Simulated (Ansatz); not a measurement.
Name a neutral molecule of F, Si and H with HOMO energy (PBE/def2-TZVPP) between -6.30 and -6.00 eV and zero-point energy (PBE0-D4/def2-TZVP) between 115 and 131 kJ/mol (Ansatz, PBE0-D4/def2-TZVP geometry).

`F[SiH]1[SiH2][SiH2]1` (-6.06 eV, 116.9 kJ/mol). Other molecules can fit too; these were computed, each in one conformer that needn't be the lowest.
